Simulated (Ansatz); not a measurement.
`N[SiH2]C(O)Cl`. Total charge 0; spin multiplicity 1.

```json
{"atom": "N1", "x (Å)": "0.554", "y (Å)": "1.252", "z (Å)": "-0.686"}
{"atom": "Si2", "x (Å)": "-0.798", "y (Å)": "0.510", "z (Å)": "0.088"}
{"atom": "C3", "x (Å)": "-0.111", "y (Å)": "-1.210", "z (Å)": "0.499"}
{"atom": "O4", "x (Å)": "1.148", "y (Å)": "-1.127", "z (Å)": "1.037"}
{"atom": "Cl5", "x (Å)": "-0.089", "y (Å)": "-2.082", "z (Å)": "-1.134"}
{"atom": "H6", "x (Å)": "0.782", "y (Å)": "0.986", "z (Å)": "-1.632"}
{"atom": "H7", "x (Å)": "0.731", "y (Å)": "2.232", "z (Å)": "-0.536"}
{"atom": "H8", "x (Å)": "-1.045", "y (Å)": "1.286", "z (Å)": "1.332"}
{"atom": "H9", "x (Å)": "-2.047", "y (Å)": "0.391", "z (Å)": "-0.705"}
{"atom": "H10", "x (Å)": "-0.718", "y (Å)": "-1.856", "z (Å)": "1.130"}
{"atom": "H11", "x (Å)": "1.594", "y (Å)": "-0.382", "z (Å)": "0.606"}
```

Q: List the harmonic frequencies (cm⁻¹, unscaled) at PBE0-D4/def2-TZVP in Ansatz. (An estimate is asked.)

A: Ansatz gave: 81, 150, 199, 287, 345, 446, 496, 573, 595, 633, 684, 724, 820, 880, 928, 953, 1105, 1197, 1254, 1446, 1578, 2226, 2234, 3141, 3595, 3690, 3701.

Q: Is this a minimum?

A: Yes, all 27 modes are real.

Q: Give the ideal-gas thermochemistry at 298.15 K and 1 bar (rigid rotor, harmonic oscillator; point group C1, symmetry number 1).

A: Zero-point energy 203.1 kJ/mol; H(298) − E = 224.3 kJ/mol; entropy 347.1 J/(mol·K), of which translation 167.7, rotation 114.4, vibration 65.0; G(298) − E = 120.8 kJ/mol. Modes under 100 cm⁻¹ are hindered rotations or soft bends, so the harmonic entropy is rough.
